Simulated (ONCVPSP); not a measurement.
# Varying the ONCV potential for F

Base potential:

F (Z = 9), optimised norm-conserving Vanderbilt (ONCV), made with ONCVPSP 4.0.1 (PBE, fully relativistic). Core [He], reference 2s2 2p5. Waves: 2s: rc 0.75 bohr, ncon 4, nbas 8, qcut 8.5 1/bohr, 2 projectors, debl 2 Ha; 2p: rc 1.50 bohr, ncon 4, nbas 7, qcut 7.1 1/bohr, 2 projectors, debl 3.9 Ha; d scattering state at 0.02 Ha: rc 1.55 bohr, ncon 4, nbas 7, qcut 5.5 1/bohr, 2 projectors, debl 0.5 Ha. Local part: polynomial inside 0.60 bohr (lpopt 5, dvloc0 3 Ha). Core correction: Teter function, fcfact 4.5, rcfact 1.35.

Open shells are filled in proportion to 2j + 1.

All-electron outer shells of the reference configuration (PBE, scalar-relativistic, ld1.x):

| shell | level (eV) | outermost node (bohr) | outermost maximum (bohr) |
| --- | --- | --- | --- |
| 1s | -663.37 | – | 0.11 |
| 2s | -29.90 | 0.24 | 0.76 |
| 2p | -11.11 | – | 0.71 |

Cutoffs, loose and tight: the cutoffs (Ha) at which the residual kinetic energy of the hardest occupied pseudo-wave falls to 1 and 0.1 mHa per electron. They do not see the model core or the augmentation charge, which bear on the density cutoff. Test errors are all-electron minus pseudo excitation energies from the reference, over the configurations 2s2 2p4; 2s2 2p3; 2s2 2p2; 2s2 2p4.5. A dash means not determined; rows that change the core or the reference have their own tests.

```tsv
change	outcome	cutoff, loose	cutoff, tight	bound ghosts	GHOST(+) flags above zero	largest test error (meV)
base	generated	145 Ha	296 Ha	none	d5/2, d3/2	+1864
scalar-relativistic	generated	142 Ha	294 Ha	none	d	+1878
d: qcut 8.5	failed: ERROR pspot: first pseudo wave function has node, program will stop	–	–	–	–	–
p: rc 2.22	generated	145 Ha	296 Ha	none	d5/2, d3/2	+5279
s: qcut 5.7; p: qcut 4.8; d: qcut 3.7	generated	279 Ha	327 Ha	none	s, d5/2, d3/2	+3129
core correction Teter function fitted to the true core (icmod 2), fcfact 0.45	generated	145 Ha	296 Ha	none	d5/2, d3/2	+1869
```

What comes out with this change to the base: p: rc 1.62?

outcome: generated; cutoff, loose: 145 Ha; cutoff, tight: 296 Ha; bound ghosts: none; GHOST(+) flags above zero: d5/2, d3/2; largest test error (meV): +2324.
